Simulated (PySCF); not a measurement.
Species: C₄H₃NO₃.
SMILES with atom numbers: `[O:1]=[CH:2][O:3][c:4]1[cH:5][n:6][o:7][cH:8]1` (hydrogens: H9 on C2; H10 on C5; H11 on C8)

Level: CAM-B3LYP/def2-SVPD in PySCF, non-relativistic, on one gas-phase PBE0-D3(BJ)/def2-SVP geometry that isn't relaxed in the solvent. The solvent is an IEF-PCM continuum (van der Waals radii × 1.2). Only the electrostatic response of the medium enters.

Gas phase at CAM-B3LYP/def2-SVPD: HOMO -9.11 eV, LUMO 0.08 eV, dipole 3.08 D.

What does the continuum do to the energy, the frontier levels and the dipole at CAM-B3LYP/def2-SVPD in benzene and dimethylsulfoxide?

```tsv
solvent	ε	E(solvent) − E(gas) (kcal/mol)	polarisation term (kcal/mol)	distortion of the solute (kcal/mol)	HOMO (eV)	LUMO (eV)	dipole (D)
benzene	2.271	-3.26	-3.53	0.27	-9.05	0.18	3.53
dimethylsulfoxide	46.83	-7.30	-8.72	1.42	-9.01	0.25	4.13
```

The first energy column is the sum of the next two and covers electrostatics alone. The atom shares or the degeneracy of the LUMO differ from the gas phase in dimethylsulfoxide, so that column needn't follow one orbital. From benzene to dimethylsulfoxide the lowering changes by a factor 2.24, Onsager's factor (ε − 1)/(2ε + 1) by 2.11 and ε itself by 20.6.

Which radius a makes the point-dipole formula ΔE = −[(ε − 1)/(2ε + 1)]·μ²/a³ give the value in dimethylsulfoxide, with the gas-phase dipole?

μ = 1.213 au and |ΔE| = 0.01164 Eh give a = 2.09 Å; the farthest nucleus lies 3.10 Å from the centroid of the nuclei, so such a sphere wouldn't even hold the nuclei. The formula assumes a rigid point dipole at the centre of a sphere.

How does the static polarisability (CAM-B3LYP/def2-SVPD, frozen core, with the continuum's full static response) change?

```json
{"medium": "gas", "isotropic (au)": "60.2", "principal values (au)": "38.1, 65.1, 77.4", "⟨r²⟩ of the electrons (bohr²)": "875.3"}
{"medium": "benzene", "isotropic (au)": "67.9", "principal values (au)": "42.2, 74.5, 87.0", "⟨r²⟩ of the electrons (bohr²)": "875.6"}
{"medium": "dimethylsulfoxide", "isotropic (au)": "79.1", "principal values (au)": "50.0, 88.0, 99.2", "⟨r²⟩ of the electrons (bohr²)": "876.1"}
```

The isotropic value in dimethylsulfoxide is 1.31 times the gas-phase one; no cavity-field correction is applied. ⟨r²⟩ is taken about the centre of nuclear charge.

Conformer computed: `[O:1]=[CH:2][O:3][c:4]1[cH:5][n:6][o:7][cH:8]1`: O1–C2–O3–C4 0°, C2–O3–C4–C5 180°.
